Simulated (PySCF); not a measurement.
Al⁺: excitation energy

Al⁺ [Ne] 3s2 (1S) → Al⁺ [Ne] 3s1 3p1, s spin flipped, as a difference of total energies. Computed with PySCF 2.14 in x2c-QZVPPall (9s6p4d2f1g, 70 functions), with the spin-free X2C one-electron Hamiltonian (Gaussian nucleus). Correlated levels: valence: [Ne] frozen. The calculations carry no spin-orbit coupling.

```tsv
method	excitation energy (eV)
UHF	5.585
MP2 (valence)	5.680
SCS-MP2 (valence)	5.699
```

Question: How much does correlation contribute at MP2 (valence)?

Answer: 5.680 − (5.585) = 0.095 eV, measured against UHF.

The upper determinant mixes two multiplicities, so it lies between the two terms.

The basis was made for the ground configuration and has no added diffuse functions, so the excitation energy can come out too high.

The coupled-cluster amplitudes are large for the upper state (T1 above 0.03 or a double amplitude above 0.15), so a single reference is strained.
